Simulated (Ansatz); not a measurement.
A made-up structure of NaGaH$_{2}$, singlet:

Na1  (-2.131, 0.805, -1.236)
Ga2  (0.186, -0.069, 0.108)
H3  (0.656, -1.598, 0.305)
H4  (-4.000, 1.383, -1.469)
(Å)

It is relaxed with PBE-D4/def2-SVP and then PBE0-D4/def2-TZVP (Ansatz 0.2.0). Atoms count as bonded within 1.22 times the sum of their covalent radii (H–H: 0.88 Å). The end point is not checked to be a true minimum.

(1) Does its bonding change? (A judgement: the text doesn't fix the answer.)

## Answers

(1) The calculation gives: Yes. Formed: Ga2–H4; broken: Na1–H4.

Where it ends: The first stage lowers the energy by 1.49 eV in 30 steps. It ends as NaGaH₂ ([Na][GaH2]):
Na1  (-1.126, 2.488, -1.629)
Ga2  (-1.339, -0.076, -0.481)
H3  (-0.123, -0.985, 0.059)
H4  (-2.700, -0.905, -0.242)
(Å)

Labels in which every atom is bracketed show which atoms are joined, not bond orders.

For scale, one of the runs: PBE0-D4/def2-TZVP relaxation, 92 basis functions, launched by `ansatz run in.yaml --threads 2 --pin off --events-out ev --progress --plain --max-ram 4352MiB`. Hardware: 2 CPU threads of an Arm Neoverse V1, shared host. Wall time about 6 s.
